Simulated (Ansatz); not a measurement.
Cost and result up the ladder for `[C-]#[N+]C12CC3C4CC5CC3C(C1)C(C5)C4C2` (35 atoms). Charge 0, multiplicity 1. Geometry: PBE-D4/def2-SVP.

| atom | x (Å) | y (Å) | z (Å) |
| --- | --- | --- | --- |
| C1 | -3.435 | -1.676 | -2.892 |
| N2 | -2.585 | -1.261 | -2.176 |
| C3 | -1.561 | -0.762 | -1.315 |
| C4 | -2.195 | 0.061 | -0.169 |
| C5 | -1.091 | 0.595 | 0.753 |
| C6 | -0.116 | 1.508 | -0.032 |
| C7 | 0.986 | 2.043 | 0.897 |
| C8 | 1.779 | 0.868 | 1.498 |
| C9 | 0.820 | -0.033 | 2.297 |
| C10 | -0.283 | -0.572 | 1.372 |
| C11 | 0.335 | -1.398 | 0.216 |
| C12 | -0.763 | -1.941 | -0.709 |
| C13 | 1.313 | -0.490 | -0.570 |
| C14 | 2.412 | 0.049 | 0.359 |
| C15 | 0.501 | 0.677 | -1.184 |
| C16 | -0.597 | 0.144 | -2.115 |
| H17 | -2.902 | -0.583 | 0.394 |
| H18 | -2.784 | 0.896 | -0.604 |
| H19 | -1.560 | 1.185 | 1.572 |
| H20 | -0.688 | 2.358 | -0.465 |
| H21 | 1.666 | 2.714 | 0.329 |
| H22 | 0.534 | 2.655 | 1.707 |
| H23 | 2.575 | 1.257 | 2.168 |
| H24 | 1.379 | -0.879 | 2.752 |
| H25 | 0.365 | 0.538 | 3.135 |
| H26 | -0.974 | -1.223 | 1.951 |
| H27 | 0.900 | -2.254 | 0.644 |
| H28 | -0.324 | -2.543 | -1.532 |
| H29 | -1.459 | -2.602 | -0.151 |
| H30 | 1.773 | -1.081 | -1.393 |
| H31 | 3.121 | 0.681 | -0.220 |
| H32 | 3.003 | -0.796 | 0.776 |
| H33 | 1.187 | 1.327 | -1.771 |
| H34 | -0.156 | -0.442 | -2.949 |
| H35 | -1.172 | 0.979 | -2.566 |

Ansatz on 2 threads of AMD EPYC 7R13 on a shared host and a share (18 GiB) of an NVIDIA H100 80GB HBM3. Times are rough, and most runs start from the orbitals of an earlier one. PBE0-D4/def2-TZVP serves as the yardstick here, not as an exact answer. Differences are given only for rows in sets of like size (and for xTB, whose basis is part of the method), since another set adds its own error. Binding counts from free atoms at the same level (C triplet, N quartet, H doublet; other spins of the atoms weren't run), without zero-point energy or a counterpoise term.

B3LYP takes the VWN-RPA correlation. Correlated methods freeze 16 core orbitals. The rows differ in basis, and correlated rows in double-zeta sets carry the largest basis error. Single mean-field runs in def2-TZVP are fitted with def2-universal-jkfit.

Correlated methods converge slowly with the basis, most of all in double-zeta sets.

```json
{"level": "PBE-D4/def2-SVP", "functions": "319", "wall time": "7.5 s", "binding energy per atom (eV)": "4.93", "difference from PBE0-D4/def2-TZVP (eV)": "–"}
{"level": "HF/6-31G", "functions": "182", "wall time": "7.5 s", "binding energy per atom (eV)": "3.31", "difference from PBE0-D4/def2-TZVP (eV)": "–"}
{"level": "B3LYP-D4/6-31G", "functions": "182", "wall time": "10 s", "binding energy per atom (eV)": "4.63", "difference from PBE0-D4/def2-TZVP (eV)": "–"}
{"level": "PBE0-D4/def2-SVP", "functions": "319", "wall time": "10 s", "binding energy per atom (eV)": "4.86", "difference from PBE0-D4/def2-TZVP (eV)": "–"}
{"level": "PBE0-D4/def2-TZVP", "functions": "610", "wall time": "11 s", "binding energy per atom (eV)": "4.78", "difference from PBE0-D4/def2-TZVP (eV)": "0.00"}
{"level": "MP2/def2-TZVP", "functions": "610", "wall time": "13 s", "binding energy per atom (eV)": "4.67", "difference from PBE0-D4/def2-TZVP (eV)": "-0.11"}
{"level": "B97M-V/def2-TZVP", "functions": "610", "wall time": "13 s", "binding energy per atom (eV)": "4.71", "difference from PBE0-D4/def2-TZVP (eV)": "-0.07"}
{"level": "PBE-D4/def2-TZVP", "functions": "610", "wall time": "15 s", "binding energy per atom (eV)": "4.85", "difference from PBE0-D4/def2-TZVP (eV)": "0.07"}
{"level": "r2SCAN-D4/def2-TZVP (with forces)", "functions": "610", "wall time": "17 s", "binding energy per atom (eV)": "4.73", "difference from PBE0-D4/def2-TZVP (eV)": "-0.06"}
{"level": "r2SCANh-D4/def2-TZVP (with forces)", "functions": "610", "wall time": "25 s", "binding energy per atom (eV)": "4.70", "difference from PBE0-D4/def2-TZVP (eV)": "-0.08"}
{"level": "CCSD(T)/def2-SVP", "functions": "319", "wall time": "33 s", "binding energy per atom (eV)": "4.57", "difference from PBE0-D4/def2-TZVP (eV)": "–"}
```
